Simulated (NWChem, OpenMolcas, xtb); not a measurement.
# SnHClOF2 (SMILES [OH][Sn]([F])([F])[Cl]): the energy, rung by rung

The species is SnHClOF2 (6 atoms), meant as a singlet with charge 0. As SMILES, `[OH][Sn]([F])([F])[Cl]`. Geometry: relaxed at PBE0-D4/def2-TZVP. This is one conformer, not always the lowest.

```xyz
6

O    -0.4640    0.2839    1.4763
Sn    0.2524   -0.1757   -0.2475
F     1.9825   -0.8565    0.0567
F    -0.7433   -1.5871   -1.0197
Cl    0.3294    1.5406   -1.7444
H    -1.3150    0.7306    1.4325
```

Each level gives the energy change with the O1–H6 bond stretched from 0.962 to 1.732 Å (eV). The values are calculated.

| level | kind | program | value (eV) | less CCSD(T)/def2-SVP |
| --- | --- | --- | --- | --- |
| GFN-FF | force field | xtb | 3.77 | +0.05 |
| HF/def2-SVP (core potential) (restricted) | Hartree–Fock | NWChem | 4.81 | +1.09 |
| SVWN5/def2-SVP (core potential) (restricted) | LDA | OpenMolcas | 3.61 | -0.11 |
| PBE/def2-SVP (core potential) (restricted) | GGA | OpenMolcas | 3.54 | -0.18 |
| r2SCAN/def2-SVP (core potential) (restricted) | meta-GGA | OpenMolcas | 3.83 | +0.11 |
| BHLYP/def2-SVP (core potential) (restricted) | global hybrid | OpenMolcas | 4.30 | +0.58 |
| B2PLYP/def2-SVP (core potential) (restricted) | double hybrid | OpenMolcas | 3.84 | +0.12 |
| MP2/def2-SVP (core potential) (restricted) | perturbation theory | NWChem | 3.93 | +0.21 |
| CCSD(T)/def2-SVP (core potential) (restricted) | coupled cluster or CI | NWChem | 3.72 | 0.00 |

Differences are taken from CCSD(T)/def2-SVP (core potential) (restricted) for orientation; it has basis-set and higher-order errors of its own. At this stretch a single reference begins to fail. The first shape isn't each level's own minimum. The values span 3.54 to 4.81 eV. In the correlated wave-function rows the outer d shell of Sn is correlated, in sets not made for it.
